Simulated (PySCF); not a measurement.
**From computed data to an observable: chemical shift, span and skew from a shielding tensor**

C3H4F2Si, SMILES [SiH3]C#CC(F)F. Atoms are numbered in the order given.

```xyz
10

F      2.3526     0.8130    -0.4902
C      1.6702    -0.3693    -0.4064
F      2.2015    -1.0959     0.6233
C      0.2411    -0.1222    -0.1768
C     -0.9657     0.0588    -0.0304
Si    -2.7677     0.3440     0.2142
H      1.8387    -0.9350    -1.3534
H     -3.5226    -0.2443    -0.9427
H     -3.0271     1.8207     0.2898
H     -3.2021    -0.3159     1.4906
```
Charge 0, spin multiplicity 1.

Coordinates come from a PBE-D3(BJ)/def2-SVP optimisation. The structure was generated by enumeration, and PubChem lists no compound with its InChIKey, so it may never have been made.

GIAO shieldings from HF/pcSseg-1 run with PySCF, non-relativistic, no solvent. The symmetric part of the tensor of C5 has the principal values 17.0, 18.9, 250.6 ppm. The same nucleus in TMS has σ = 192.6 ppm at this level (PySCF, at its B3LYP-D3(BJ)/def2-TZVP geometry).

**Question.** Work out the isotropic shielding, the ¹³C shift against TMS, the span and the skew.

**Answer.** 
σ(iso) = (σ11 + σ22 + σ33)/3 = 95.5 ppm. δ = σ(ref) − σ(iso) = 192.6 − (95.5) = 97.1 ppm.
Span Ω = σ33 − σ11 = 233.6 ppm. Skew κ = 3(σ(iso) − σ22)/Ω = 0.98, an axial tensor. Tumbling in solution averages the tensor to δ; in a static solid the shielding alone would spread this spin-1/2 line over Ω.
